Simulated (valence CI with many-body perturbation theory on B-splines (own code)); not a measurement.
E1 line list for Re⁴³⁺

Method: configuration interaction combined with many-body perturbation theory (CI+MBPT): four valence electrons over a frozen Dirac-Fock core [Ar] 3d10, radial functions for each j: 11 s, 11 p, 9 d, 7 f, 5 g, 2 h, 1 i, with the one-electron correlation potential Σ1, the two-electron term Σ2, the three-electron term Σ3, Breit, model QED; selected CI, second order for the rest (own B-spline code, finite nucleus).

No measured spectrum was set against this ion. As an estimate, large intervals hold to a few tenths of a per cent, small ones and those within an open d or f shell to about a per cent.

Lines 201 to 239 of 239 in falling wavelength, among levels below 4176.1 × 10³ cm⁻¹, chosen from the strongest by gf and those to the six lowest levels. Wavelengths and rates use the calculated energies. Electric multipoles are in the length gauge, E1 and E2 with the static RPA response of the core. Weak lines are less certain than strong ones. Lines between different terms over intervals too small for the method are left out, as are lines whose strength nearly cancels. The highest levels of a list are the least certain.

Levels are named by their leading jj configuration (3d3/2^4 stands for four electrons in 3d with j = 3/2), which in mixed levels can hold well under half, so a name can repeat and another be missing. Letters in brackets count levels of one name in rising energy.

```
λ vac (Å)                           Upper                   Lower   A (s⁻¹)  S (a.u.) with core polarisation  S without
    45.30          (4s^2 4p3/2 4d3/2) J=0  (4s^2 4p1/2 4p3/2) J=1  1.29e+12                         5.93e-02   6.29e-02
    45.26          (4s^2 4p1/2 4d3/2) J=1      (4s^2 4p1/2^2) J=0  1.79e+12                         2.45e-01   2.60e-01
    45.24  (4s 4p1/2 4p3/2 4d3/2) J=0 [b]  (4s 4p1/2^2 4p3/2) J=1  1.15e+12                         5.27e-02   5.58e-02
    45.17  (4s 4p1/2 4p3/2 4d3/2) J=1 [e]  (4s 4p1/2^2 4p3/2) J=1  8.91e+11                         1.22e-01   1.29e-01
    44.96  (4s 4p1/2 4p3/2 4d5/2) J=2 [b]  (4s 4p1/2^2 4p3/2) J=1  2.72e+10                         6.11e-03   6.47e-03
    44.47  (4s 4p1/2 4p3/2 4d3/2) J=2 [d]  (4s 4p1/2^2 4p3/2) J=1  9.77e+11                         2.12e-01   2.25e-01
    44.33  (4s 4p1/2 4p3/2 4d5/2) J=2 [a]  (4s 4p1/2^2 4p3/2) J=2  1.14e+10                         2.45e-03   2.60e-03
    44.27  (4s 4p1/2 4p3/2 4d3/2) J=3 [b]  (4s 4p1/2^2 4p3/2) J=2  2.80e+09                         8.38e-04   8.88e-04
    44.20          (4s^2 4p3/2 4d5/2) J=2  (4s^2 4p1/2 4p3/2) J=2  5.20e+08                         1.11e-04   1.17e-04
    43.90  (4s 4p1/2 4p3/2 4d3/2) J=1 [d]  (4s 4p1/2^2 4p3/2) J=2  2.18e+06                         2.73e-07   2.56e-07
    43.53  (4s 4p1/2 4p3/2 4d5/2) J=1 [a]  (4s 4p1/2^2 4p3/2) J=1  9.30e+09                         1.14e-03   1.21e-03
    43.52          (4s^2 4p3/2 4d5/2) J=2  (4s^2 4p1/2 4p3/2) J=1  1.58e+09                         3.21e-04   3.41e-04
    43.32  (4s 4p1/2 4p3/2 4d5/2) J=3 [a]  (4s 4p1/2^2 4p3/2) J=2  9.59e+10                         2.69e-02   2.86e-02
    42.83  (4s 4p1/2 4p3/2 4d3/2) J=1 [e]  (4s 4p1/2^2 4p3/2) J=2  5.22e+08                         6.07e-05   6.50e-05
    42.65  (4s 4p1/2 4p3/2 4d5/2) J=2 [b]  (4s 4p1/2^2 4p3/2) J=2  1.54e+10                         2.94e-03   3.12e-03
    42.59  (4s 4p1/2 4p3/2 4d5/2) J=1 [b]  (4s 4p1/2^2 4p3/2) J=1  1.32e+07                         1.51e-06   1.66e-06
    42.49  (4s 4p1/2 4p3/2 4d5/2) J=3 [b]  (4s 4p1/2^2 4p3/2) J=2  2.03e+11                         5.37e-02   5.70e-02
    42.44  (4s 4p1/2 4p3/2 4d5/2) J=2 [c]  (4s 4p1/2^2 4p3/2) J=1  9.21e+08                         1.74e-04   1.84e-04
    42.41      (4s 4p1/2 4p3/2 4d5/2) J=0  (4s 4p1/2^2 4p3/2) J=1  2.29e+11                         8.62e-03   9.14e-03
    42.21  (4s 4p1/2 4p3/2 4d3/2) J=2 [d]  (4s 4p1/2^2 4p3/2) J=2  2.65e+10                         4.91e-03   5.21e-03
    41.79  (4s 4p1/2 4p3/2 4d5/2) J=2 [d]  (4s 4p1/2^2 4p3/2) J=1  1.30e+08                         2.34e-05   2.46e-05
    41.64          (4s^2 4p3/2 4d5/2) J=3  (4s^2 4p1/2 4p3/2) J=2  3.19e+10                         7.97e-03   8.44e-03
    41.39          (4s^2 4p3/2 4d5/2) J=1  (4s^2 4p1/2 4p3/2) J=2  9.86e+09                         1.03e-03   1.09e-03
    41.35  (4s 4p1/2 4p3/2 4d5/2) J=1 [a]  (4s 4p1/2^2 4p3/2) J=2  1.15e+10                         1.20e-03   1.28e-03
    41.26  (4s 4p1/2 4p3/2 4d5/2) J=3 [c]  (4s 4p1/2^2 4p3/2) J=2  4.16e+06                         1.01e-06   9.97e-07
    40.79          (4s^2 4p3/2 4d5/2) J=1  (4s^2 4p1/2 4p3/2) J=1  2.66e+09                         2.68e-04   2.84e-04
    40.51  (4s 4p1/2 4p3/2 4d5/2) J=1 [b]  (4s 4p1/2^2 4p3/2) J=2  9.28e+07                         9.14e-06   9.42e-06
    40.37  (4s 4p1/2 4p3/2 4d5/2) J=2 [c]  (4s 4p1/2^2 4p3/2) J=2  4.31e+09                         7.01e-04   7.42e-04
    40.09  (4s 4p1/2 4p3/2 4d5/2) J=3 [d]  (4s 4p1/2^2 4p3/2) J=2  2.84e+10                         6.33e-03   6.71e-03
    39.79  (4s 4p1/2 4p3/2 4d5/2) J=2 [d]  (4s 4p1/2^2 4p3/2) J=2  3.99e+10                         6.20e-03   6.58e-03
    39.59                (4s 4p3/2^3) J=2  (4s^2 4p1/2 4p3/2) J=2  7.18e+07                         1.10e-05   1.16e-05
    39.34      (4s 4p1/2 4p3/2^2) J=1 [a]      (4s^2 4p1/2^2) J=0  1.46e+10                         1.32e-03   1.40e-03
    39.04                (4s 4p3/2^3) J=2  (4s^2 4p1/2 4p3/2) J=1  5.73e+09                         8.41e-04   8.90e-04
    38.84      (4s 4p1/2 4p3/2^2) J=1 [b]      (4s^2 4p1/2^2) J=0  1.77e+09                         1.53e-04   1.62e-04
    37.96                (4s 4p3/2^3) J=1  (4s^2 4p1/2 4p3/2) J=2  3.26e+09                         2.64e-04   2.79e-04
    37.46                (4s 4p3/2^3) J=1  (4s^2 4p1/2 4p3/2) J=1  4.11e+09                         3.20e-04   3.39e-04
    33.35          (4s^2 4p3/2 4d3/2) J=1      (4s^2 4p1/2^2) J=0  3.63e+06                         1.99e-07   2.23e-07
    30.79          (4s^2 4p3/2 4d5/2) J=1      (4s^2 4p1/2^2) J=0  2.13e+09                         9.23e-05   9.82e-05
    28.86                (4s 4p3/2^3) J=1      (4s^2 4p1/2^2) J=0  2.32e+08                         8.27e-06   8.78e-06
```
